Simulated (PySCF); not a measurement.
## Molecular orbitals of SrO

TPSS at R = 1.899 Å; PySCF, spin-free X2C with a Gaussian nucleus, basis sets Sr x2c-TZVPPall, O x2c-TZVPPall. State: ¹Σ⁺ (singlet), closed shell. Only the outer orbitals are listed, counted within each symmetry.

| orbital | occ. | ε (eV) | on Sr (%) | main shells (%) |
| --- | --- | --- | --- | --- |
| 8σ | 2 | -38.64 | 99 | 99 Sr s |
| 9σ | 2 | -22.00 | 66 | 66 Sr p, 32 O s |
| 4π | 2 | -20.69 | 100 | 100 Sr p |
| 4π | 2 | -20.69 | 100 | 100 Sr p |
| 10σ | 2 | -16.61 | 36 | 64 O s, 31 Sr p |
| 5π | 2 | -3.90 | 19 | 80 O p, 16 Sr d |
| 5π | 2 | -3.90 | 19 | 80 O p, 16 Sr d |
| 11σ | 2 | -3.54 | 26 | 72 O p, 14 Sr d |
| 12σ | 0 | -2.10 | 96 | 79 Sr s, 13 Sr p |
| 6π | 0 | -0.55 | 100 | 82 Sr p, 18 Sr d |
| 6π | 0 | -0.55 | 100 | 82 Sr p, 18 Sr d |

Q: Which are the highest filled and the lowest empty level, where do they sit, and how wide is the gap?

A: Highest filled 11σ at -3.54 eV (in %: 72 O p, 14 Sr d); lowest empty 12σ at -2.10 eV (in %: 79 Sr s, 13 Sr p); the gap at TPSS is 1.44 eV.

```
bond order (Mayer)                              : 2.05
⟨S²⟩                                            : 0.000
charge on Sr (Mulliken, basis-dependent)        : 0.71
charge on Sr (Löwdin, basis-dependent)          : 0.40
dipole moment (positive dipole means Sr(−)O(+)) : -7.83 D
```
